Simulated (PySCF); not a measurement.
NICS in isomers of C6H6N2O.

NICS = −σ at a ghost point: NICS(0) at the centroid of the ring atoms, NICS(1) 1 Å to either side along the normal of their mean plane, zz for the tensor component along that normal. Level: GIAO PBE0/pcSseg-1 (PySCF, non-relativistic, gas phase) on the GFN2-xTB geometries, one conformer each. Atom numbers follow the mapped SMILES.

Question: Order these rings by mean NICS(1)zz, lowest (most negative) first (ppm).
A. ring C3–C4–C5–N6–C8–C9 in `[H]/[N:1]=[CH:2]\[c:3]1[cH:4][cH:5][n+:6]([O-:7])[cH:8][cH:9]1`
B. ring C2–C3–C4–C7–N8–N9 in `[CH3:1][c:2]1[cH:3][c:4]([CH:5]=[O:6])[cH:7][n:8][n:9]1`
C. ring C4–C5–C6–N7–N8–C9 in `[CH3:1][C:2](=[O:3])[c:4]1[cH:5][cH:6][n:7][n:8][cH:9]1`
D. ring C3–C4–C5–C6 in `[N:1]#[C:2][C@@H:3]1[CH:4]=[CH:5][C@H:6]1[NH:7][CH:8]=[O:9]`

Answer: C (-28.3), B (-27.1), A (-19.9), D (0.9).

```
                   SMILES                                                    ring  NICS(0)  NICS(1)  NICS(1)zz  HOMA  rms pucker (Å)  ring atoms with four or more neighbours
           CC(=O)c1ccnnc1     6-membered ring with 2 N; formal bonds all aromatic     -6.0    -11.7      -28.3  0.98            0.00                                        0
           Cc1cc(C=O)cnn1     6-membered ring with 2 N; formal bonds all aromatic     -5.6    -11.4      -27.1  0.97            0.00                                        0
[H]/N=C\c1cc[n+]([O-])cc1       6-membered ring with N; formal bonds all aromatic     -5.9     -8.3      -19.9  0.94            0.00                                        0
  N#C[C@@H]1C=C[C@H]1NC=O  4-membered carbocycle; formal bonds 1 double, 3 single      0.2     -2.5        0.9     –            0.01                                        2
```

NICS(0) gives another order. The isotropic NICS(1) gives the same order. HOMA uses Krygowski's 1993 parameters; it is left out where a ring has a four-coordinate atom, a triple bond, no multiple bond or a kind of bond without parameters. NICS(1) and NICS(1)zz are means over the two faces.
